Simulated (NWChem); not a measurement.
C5H3NS; SMILES C#Cc1nccs1

```xyz
10

C      0.0305     3.0930     0.0025
C     -0.1235     1.8769     0.0001
C     -0.2603     0.4665    -0.0008
N     -1.3968    -0.2072    -0.0006
C     -1.1691    -1.5520     0.0007
C      0.1588    -1.9469     0.0014
S      1.1878    -0.5634     0.0002
H      0.1498     4.1676     0.0091
H     -2.0205    -2.2483     0.0011
H      0.5697    -2.9638     0.0023
```
Atoms are numbered in this order, from 1.

Results from NWChem. Geometry: optimised at PBE-D3(BJ)/def2-SVP. Static field.

Problem. Estimate the computed values for PBE/def2-SVPD. Quantities: isotropic polarisability (bohr³); anisotropy (bohr³).

Solution. 
* **isotropic polarisability (bohr³)**: 89.5
* **anisotropy (bohr³)**: 76.0
